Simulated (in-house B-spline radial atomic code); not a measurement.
Results of a calculation; reference values are marked as such.
## Making a Troullier-Martins p channel for Fe, r_c = 0.54 bohr

Fe, [Ar] 3d6 4s2, non-relativistic PBE, spherical and spin-unpolarised, from a B-spline radial code for spherical atoms (atomic units). The all-electron 3p level is ε = -2.191407 hartree, its outermost node lies just inside 0.30 bohr and its outer maximum at 0.71 bohr.

Inside r_c the pseudo-orbital is u(r) = r^2 exp(p(r)), with p = c0 + c2 r² + c4 r⁴ + … + c12 r¹². The seven coefficients follow from p and its first four derivatives at r_c, from zero curvature of the screened potential at the origin, c4 = −c2²/(2l + 5), and from the norm inside r_c. At r_c the all-electron orbital has P = 0.9923838, P' = 2.166446, the screened potential V = -13.73551, V' = 48.37497, V'' = -213.8059, and the norm inside is Q = 0.1498576.

What are p, p' and p'' at r_c?

p = ln(P/r_c^2) = ln(0.9923838/0.2916) = 1.22473. p' = P'/P − 2/r_c = 2.18307 − 3.70370 = -1.52063. The radial equation gives p'' = 2(V − ε) − 2(2) p'/r_c − p'² = -23.08821 − (-11.26393) − 2.31232 = -14.13659. Differentiating, p''' = 2V' + 2(2)p'/r_c² − 2(2)p''/r_c − 2p'p'' = 137.61, and p'''' = 2V'' − 4(2)p'/r_c³ + 4(2)p''/r_c² − 2(2)p'''/r_c − 2p''² − 2p'p''' = -1738.7.

For a trial c2 the five matching conditions are linear in c0, c6, c8, c10 and c12, and c2 is varied until the norm inside r_c equals Q. The root nearest zero gives:

| n | c_n |
| --- | --- |
| 0 | 2.917665 |
| 2 | -16.08243 |
| 4 | -36.94922 |
| 6 | 1105.157 |
| 8 | -5561.867 |
| 10 | 11615.08 |
| 12 | -9009.185 |

Check c4 and p(r_c), and find the screened pseudopotential at the origin.

−c2²/7 = -36.9492, as listed. The terms c_n r_c^n are 2.91766, -4.68964, -3.14181, 27.40226, -40.21339, 24.48838, -5.53874, which sum to 1.22473. Inverting the radial equation, V_l(r) = ε + 2 p'/r + (p'' + p'²)/2, so V_l(0) = ε + (2l + 3) c2 = -2.191407 + 5 × (-16.0824) = -82.6036 hartree, finite where the all-electron potential diverges.

Orbitals and screened potentials:

```json
{"r (bohr)": "0.054", "P": "-0.2829", "u": "0.05145", "V all-electron": "-397.4", "V pseudo": "-82.32"}
{"r (bohr)": "0.135", "P": "-0.6051", "u": "0.2499", "V all-electron": "-125.4", "V pseudo": "-73.65"}
{"r (bohr)": "0.216", "P": "-0.4277", "u": "0.4108", "V all-electron": "-64.33", "V pseudo": "-44.13"}
{"r (bohr)": "0.297", "P": "-0.01228", "u": "0.4786", "V all-electron": "-39.23", "V pseudo": "-8.84"}
{"r (bohr)": "0.378", "P": "0.418", "u": "0.5714", "V all-electron": "-26.14", "V pseudo": "7.535"}
{"r (bohr)": "0.459", "P": "0.7616", "u": "0.7728", "V all-electron": "-18.47", "V pseudo": "-4.613"}
{"r (bohr)": "0.54", "P": "0.9924", "u": "0.9924", "V all-electron": "-13.74", "V pseudo": "-13.74"}
```

Logarithmic derivatives P'/P at R = 0.84 bohr, for energies E around ε:

| E − ε (hartree) | all-electron | pseudo |
| --- | --- | --- |
| -0.5 | -0.27241 | -0.273632 |
| -0.25 | -0.470244 | -0.470581 |
| -0.1 | -0.594122 | -0.594182 |
| 0 | -0.679012 | -0.679016 |
| 0.1 | -0.765837 | -0.765902 |
| 0.25 | -0.89988 | -0.900287 |
| 0.5 | -1.13419 | -1.13597 |

With P(R) = 1.110492 and a norm of 0.5293111 inside R, what slope in energy does norm conservation fix?

d(P'/P)/dE = −2 × (norm inside R)/P(R)² = -0.8584 per hartree·bohr at E = ε, for both atoms, since orbital and norm agree at R. Differences over ±0.1 hartree give -0.8586 (all-electron) and -0.8586 (pseudo), which also hold third-order terms. Half a hartree below ε the two curves differ by -0.0012.
